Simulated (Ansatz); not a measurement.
The cluster Si₂Se₂⁺. Total charge 1; doublet. Geometry PBE-D4/def2-SVP.

```
atom    x (Å)    y (Å)    z (Å)
 Si1   0.3091  -0.4608   0.0655
 Si2  -1.1600   0.1787  -1.6927
 Se3  -0.8087   1.5446   0.1446
 Se4   1.6597  -1.2626   1.4826
```

HSE06 is defined as in plane-wave codes, on full-range PBE exchange. Another isomer (doublet) lies 0.86 eV lower at PBE0-D4/def2-TZVP; other spin states weren't run for this one.

Task: Estimate the α-spin orbital energies around the gap (eV) in Ansatz with LDA (SPW92)/def2-TZVP, PBE-D4/def2-TZVP, r2SCAN-D4/def2-TZVP, PBE0-D4/def2-TZVP, HSE06-D4/def2-TZVP.

Result: 
| orbital | LDA (SPW92)/def2-TZVP | PBE-D4/def2-TZVP | r2SCAN-D4/def2-TZVP | PBE0-D4/def2-TZVP | HSE06-D4/def2-TZVP |
| --- | --- | --- | --- | --- | --- |
| HOMO−9 | -23.93 | -23.74 | -24.53 | -25.89 | -25.47 |
| HOMO−8 | -22.74 | -22.59 | -23.39 | -24.84 | -24.41 |
| HOMO−7 | -18.05 | -17.88 | -18.36 | -19.45 | -19.03 |
| HOMO−6 | -16.29 | -16.13 | -16.50 | -17.54 | -17.13 |
| HOMO−5 | -13.98 | -13.85 | -14.23 | -15.07 | -14.68 |
| HOMO−4 | -13.20 | -13.02 | -13.34 | -14.06 | -13.66 |
| HOMO−3 | -12.66 | -12.50 | -12.79 | -13.67 | -13.27 |
| HOMO−2 | -12.45 | -12.36 | -12.72 | -13.51 | -13.13 |
| HOMO−1 | -11.79 | -11.65 | -11.97 | -12.77 | -12.38 |
| HOMO | -11.23 | -11.16 | -11.47 | -12.20 | -11.82 |
| LUMO | -9.50 | -9.30 | -9.30 | -8.54 | -8.92 |
| LUMO+1 | -8.14 | -7.93 | -7.78 | -7.14 | -7.51 |
| LUMO+2 | -8.03 | -7.83 | -7.71 | -7.02 | -7.40 |
| LUMO+3 | -6.48 | -6.28 | -6.05 | -5.41 | -5.78 |
| LUMO+4 | -6.17 | -5.95 | -5.66 | -5.11 | -5.49 |
| LUMO+5 | -4.14 | -3.95 | -3.48 | -3.12 | -3.49 |
| β HOMO | -11.62 | -11.49 | -11.78 | -12.54 | -12.15 |
| β LUMO | -10.74 | -10.47 | -10.44 | -9.82 | -10.18 |
